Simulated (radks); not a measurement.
Neutral manganese: order these configurations by energy. Calculated with a radial shooting solver on a logarithmic mesh with Libxc functionals: scalar-relativistic Kohn-Sham, PBEsol, spin-polarised, spherical densities, finite nucleus; Fermi nuclear charge, rms radius of each element as measured or else 0.836 A^(1/3) + 0.57 fm. Open shells are filled with parallel spins first. [Ar] 3d4 4s2 4p1; [Ar] 3d5 4s1 4p1; [Ar] 3d5 4s2; [Ar] 3d6 4s1.

Answer. From the lowest, in eV above it: [Ar] 3d5 4s2 0.000; [Ar] 3d6 4s1 1.304; [Ar] 3d5 4s1 4p1 2.183; [Ar] 3d4 4s2 4p1 8.965.
